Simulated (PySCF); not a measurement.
C₉H₁₆P (charge +1).
SMILES with atom numbers: `[CH3:1][CH2:2][C:3]1=[CH:4][PH2+:5][CH:6]=[C:7]1[CH:8]([CH3:9])[CH3:10]`

Geometry (PBE0-D3(BJ)/def2-SVP, Å), atoms numbered from 1 in this order:
```
atom  x, y, z in Å
C1     2.951   -1.403   -0.426
C2     1.450   -1.190   -0.430
C3     0.990    0.197   -0.141
C4     1.821    1.253    0.034
P5     0.810    2.692    0.244
C6    -0.744    1.855    0.107
C7    -0.482    0.537   -0.070
C8    -1.535   -0.528   -0.134
C9    -1.673   -1.180    1.253
C10   -2.880   -0.019   -0.636
H11    3.185   -2.455   -0.639
H12    3.451   -0.795   -1.195
H13    3.393   -1.158    0.552
H14    0.959   -1.870    0.288
H15    1.023   -1.472   -1.410
H16    2.909    1.241    0.010
H17    1.029    3.680   -0.741
H18    0.991    3.362    1.474
H19   -1.724    2.324    0.182
H20   -1.172   -1.299   -0.834
H21   -2.377   -2.022    1.196
H22   -0.720   -1.566    1.643
H23   -2.066   -0.453    1.980
H24   -2.789    0.484   -1.610
H25   -3.576   -0.861   -0.755
H26   -3.342    0.680    0.078
```

NICS = −σ at a ghost point: NICS(0) at the centroid of the ring atoms, NICS(1) 1 Å to either side along the normal of their mean plane, zz for the tensor component along that normal. Level: GIAO PBE/pcSseg-1 (PySCF, non-relativistic, gas phase) on the PBE0-D3(BJ)/def2-SVP geometry, one conformer.

Ring bond lengths (Å): C3–C4 1.355, C4–P5 1.770, P5–C6 1.770, C6–C7 1.355, C7–C3 1.512.

What do the NICS probes read (ppm)?

```json
{"ring": "C3–C4–P5–C6–C7", "type": "5-membered ring with P; formal bonds 2 double, 3 single", "NICS(0)": "-0.6", "NICS(1), two faces": "-3.1 / -3.3", "NICS(1)zz, two faces": "-0.2 / -0.8", "rms pucker (Å)": "0.01", "centre to ring atoms, mean (Å)": "1.32"}
```

What can be read from them?

- C3–C4–P5–C6–C7: mean NICS(1)zz -0.5 ppm, near zero. P5 has four or more neighbours; no verdict on aromaticity is drawn.

At the second NICS(1) probe listed for ring C3–C4–P5–C6–C7, 1 Å off the ring, what do the in-plane components average?

The isotropic value is a third of the trace: (3 × -3.3 − (-0.8))/2 = -4.5 ppm.

How do the values depend on the level or the medium?

```csv
level,"NICS(0), C3–C4–P5–C6–C7","mean NICS(1)zz, C3–C4–P5–C6–C7"
"PBE/pcSseg-1, gas",-0.6,-0.5
"PBE0/pcSseg-1, gas",-0.7,-0.5
"PBE0/pcSseg-1, IEF-PCM chloroform",-0.8,-0.9
"PBE0/pcSseg-1, IEF-PCM methanol",-0.9,-1.1
```

The geometry is the same throughout; the continuum's cavity takes Bondi-type radii × 1.2.

Time: 1.7 min of wall time; peak memory 0.99 GiB. Hardware: one thread, Arm Neoverse V1 (aarch64), shared host with 32 logical CPUs at a one-minute load of 25. This is the whole shielding run at PBE/pcSseg-1, SCF included.
